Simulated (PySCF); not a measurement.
**Argon: a sound run and one with changed settings**

Sound run: Ar(2+) [Ne] 3s2 3p4, Ar(3+) [Ne] 3s2 3p3. Computed with PySCF 2.14 in jorge-DZP-DKH, with the spin-free X2C one-electron Hamiltonian (Gaussian nucleus). The sound run starts from symmetry-adapted Hartree-Fock orbitals and uses a fine grid where one is needed.

Changed run: radial step 0.8 in ln r (0.13 in the sound run). This setting is unsound on purpose.

| species | method | sound run (hartree) | changed run (hartree) | converged |
| --- | --- | --- | --- | --- |
| Ar(2+) | UHF | -527.10425 | -527.10425 | yes |
| Ar(2+) | B3LYP | -527.77116 | -527.81707 | yes |
| Ar(2+) | BP86 | -527.80670 | -527.83923 | yes |
| Ar(3+) | UHF | -525.66051 | -525.66051 | yes |
| Ar(3+) | B3LYP | -526.27149 | -526.29492 | yes |
| Ar(3+) | BP86 | -526.30611 | -526.31529 | yes |

Ionisation energy of Ar(2+):

```
method  sound run (eV)  changed run (eV)
   UHF          39.286            39.286
 B3LYP          40.808            41.420
  BP86          40.833            41.468
```

A coarse radial grid mis-integrates the density and the exchange-correlation energy, with errors of either sign; Hartree-Fock needs no grid.

For comparison, NIST gives 40.735 ± 0.012 eV between the lowest levels.
